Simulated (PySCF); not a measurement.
GaH₂Cl, SMILES [Cl][GaH2]. Heavy atoms are numbered as in [GaH2:1][Cl:4]. Hydrogens are named by the atom that carries them.

Coordinates come from a B3LYP-D3(BJ)/def2-TZVP optimisation.

All values below come from B3LYP/pcSseg-2 in PySCF.

GIAO shieldings, no solvent; atoms alike by connectivity are averaged. δ = σ(ref) − σ: ¹H against TMS (σ = 31.68 ppm); ³⁵Cl against HCl (σ = 930.0 ppm), references at their B3LYP-D3(BJ)/def2-TZVP geometries, non-relativistic (without spin–orbit terms, shifts of atoms bonded to Cl or Br come out too high).

Estimate the chemical shifts. (The exact figures need the calculation; the answer reports its results.)


```json
[
 {"nucleus": "¹H", "atoms": "H on Ga1", "count": "2", "δ (ppm)": "6.53"},
 {"nucleus": "³⁵Cl", "atoms": "Cl4", "count": "1", "δ (ppm)": "149.2"}
]
```
